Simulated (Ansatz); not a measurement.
Consider the formal exchange of groups at the Sn–C bond: `F[CH]([SiH3])[SnH3]` + `C[SiH2]O` → `C[SiH](O)[SnH3]` + `FC[SiH3]`.

Gas-phase electronic energies from Ansatz, PBE0-D4/def2-TZVP geometries. CCSD(T)/CBS adds triple-zeta CCSD(T) − MP2 to the extrapolated MP2 energy (def2 sets, frozen cores). This one scheme is used for every species. Functionals use def2-TZVPP. B3LYP here is the variant with VWN-RPA as its local correlation; programs differ in this. def2 core potentials past Kr. For Sn outer-core shells are correlated without core-valence functions, which leaves a few kJ/mol of doubt a bond. Each species was taken in one conformer, which may not be the lowest.

```csv
level,ΔE (kJ/mol),difference from CCSD(T)/CBS
PBE-D4,-52.9,-8.9
B3LYP-D4,-47.8,-3.8
PBE,-53.7,-9.7
MP2/def2-TZVPP,-41.2,2.8
CCSD/def2-TZVPP,-43.2,0.8
CCSD(T)/def2-TZVPP,-41.9,2.1
HF/def2-QZVPP,-46.5,-2.5
MP2/def2-QZVPP,-42.3,1.7
HF/CBS(def2),-46.5,-2.5
MP2/CBS(def2),-43.3,0.7
CCSD(T)/CBS,-44.0,0
```

Largest T1 diagnostic among the species: 0.013.

In def2-TZVPP, CCSD(T) changes the Hartree–Fock value by +5.0 kJ/mol (the triples alone add +1.4 kJ/mol) and MP2 by +5.7 kJ/mol.
